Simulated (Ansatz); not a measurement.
Several settings on one geometry of tetramethylammonium triiodophenyl difluorosulfonate ester (C12H14F2I3NO5S) (that of the charge 0 singlet, PBE-D4/def2-SVP). Ansatz on 2 threads of AMD EPYC 7R13 on a shared host and a share (18 GiB) of an NVIDIA H100 80GB HBM3; times are rough.

Cartesian coordinates in Å:
```
C 1.3506 -0.8337 -3.3803
N 1.9634 -1.6319 -2.2586
C 3.3702 -2.0078 -2.5981
C 1.1450 -2.8808 -2.0490
C 1.9479 -0.7913 -1.0051
H 1.3090 -1.4687 -4.2838
H 0.3382 -0.5160 -3.0482
H 1.9839 0.0540 -3.5639
H 3.9675 -1.0895 -2.7449
H 3.7940 -2.5995 -1.7661
H 3.3725 -2.6100 -3.5250
H 0.0768 -2.6061 -1.8934
H 1.2424 -3.5090 -2.9536
H 1.5437 -3.4162 -1.1690
H 0.9164 -0.4164 -0.8605
H 2.6408 0.0576 -1.1491
H 2.2676 -1.4116 -0.1501
O 0.1263 0.2837 1.4706
C -1.0305 -0.0431 1.3540
O -2.1019 0.6690 1.8232
C -1.8355 1.8273 2.5274
C -1.9005 3.0782 1.8817
I -2.3376 3.1436 -0.1759
C -1.6913 4.2642 2.6036
C -1.4113 4.1841 3.9755
I -1.0926 5.9701 5.0725
C -1.3452 2.9520 4.6436
C -1.5598 1.7777 3.9071
I -1.5014 -0.0904 4.8954
C -1.5214 -1.2829 0.6083
F -2.5714 -1.8656 1.2207
F -0.4874 -2.1790 0.5697
S -1.9924 -0.8456 -1.2046
O -0.9051 0.1496 -1.5618
O -3.3574 -0.2901 -1.1128
O -1.8314 -2.1603 -1.9114
H -1.7482 5.2338 2.0924
H -1.1340 2.9006 5.7196
```

Totals from different functionals, basis sets or treatments of relativity can't be compared as stabilities.

In the def2 sets I takes a core potential; there is no spin–orbit coupling.

Scalar relativity in a set contracted without it gives distorted totals.

Task: Give the basis size and estimate the energy, ⟨S²⟩, dipole and time of these runs.

```
run                       method  charge    state                                                                                                                                                                                                                     further keys
  1            RKS RPBE/def2-SVP       0  singlet                                                                                                                                         fitting: {mean_field: def2-universal-jkfit}; scf: {omitted_lower_state_checks: [starts]}
  2  RKS BHLYP-D3(BJ)/def2-mTZVP       0  singlet  fitting: {mean_field: def2-universal-jkfit}; final_grid: {core_spheres: 5, valence_spheres: 4, degree: 11}; point_charges: [{charge: 0.50, position_ang: [7.908, -0.632, 0.331]}]; scf: {lower_state_search: off}; forces asked
  3       RKS B3LYP5/def2-mTZVPP       0  singlet                                                                                   fitting: {mean_field: def2-universal-jkfit}; pseudopotentials: {relativity: scalar}; scf: {omitted_lower_state_checks: [starts]}; forces asked
```

Result: 
```csv
run,functions,energy (Eh),⟨S²⟩,dipole (D),wall time
1,446,-2386.6264,–,–,18 s
2,577,-2386.8831,–,12.24,26 s
3,625,-2388.5559,–,12.92,24 s
```
